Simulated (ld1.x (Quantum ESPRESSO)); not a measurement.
**What one change does to a pseudopotential (Rb (Z = 37), TM)**

* Element: rubidium (Rb)
* Generator: ld1.x (Quantum ESPRESSO) 7.5
* Type: norm-conserving Troullier–Martins (Kleinman–Bylander form)
* Functional: LDA (PZ)
* Relativity: scalar-relativistic
* Frozen core: [Kr]
* Valence charge: 1
* Reference configuration: 5s1 5p0
* Partial waves: 5s (bound): rc 4.20 bohr; 5p (bound, empty): rc 3.70 bohr; 4d channel at -0.15 Ry: rc 3.40 bohr
* Local potential: the d channel
* Core correction: a·sin(br)/r model core, default radius (core density twice the valence density)

Change: core correction none.

Cutoffs: the cutoffs (Ry, on a coarse ladder) from which the occupation-weighted sum of valence levels, in a spherical-Bessel basis at the reference potential, stays within 10 and 1 mRy of its value at 400 Ry; they do not see the model core or the augmentation charge, which bear on the density cutoff. Errors are all-electron minus pseudo energies relative to the spin-unpolarised reference configuration.

Question: Predict the effect on cutoff, ghosts and configuration errors.

Answer: Both files are so soft that the ladder of cutoffs tells neither apart; both files keep a bound ghost (s); of the 4 tests that both files solve, the error grows in 4 and shrinks in 0 by more than 15 % and 0.3 meV (median size 2.8 → 43.9 meV). Exchange and correlation are not linear in the density, so unscreening with the valence charge alone errs where core and valence overlap; a model core restores that term. The default core radius of the base comes out at 3.28 bohr.

| quantity | base | changed |
| --- | --- | --- |
| cutoff, loose | 6 Ry | 6 Ry |
| cutoff, tight | 6 Ry | 6 Ry |
| bound ghosts | s | s |
| error for 5s0.5 5p0, meV [ΔE 1.66 eV] | -2.9 | +17 |
| error for 5s0 5p1, meV [ΔE 1.62 eV] | +19 | +447 |
| error for 5s1 5p0 (spin-polarised), meV [ΔE -0.13 eV] | +0.9 | +47 |
| error for 5s0.5 5p0 (spin-polarised), meV [ΔE 1.62 eV] | -2.7 | +41 |
| s: phases at 4.57 bohr within 0.05 rad from the reference energy up to (Ry; the scan ends near 5) | 1.1 | 1.1 |
| p: phases at 4.57 bohr within 0.05 rad from the reference energy up to (Ry; the scan ends near 5) | -0.0 | -0.0 |
| d: phases at 4.57 bohr within 0.05 rad from the reference energy up to (Ry; the scan ends near 5) | 0.8 | 0.8 |

 A true bound ghost makes a file unfit for plane-wave use even where its test errors are small: the radial tests pick states by their node count and pass the ghost by.
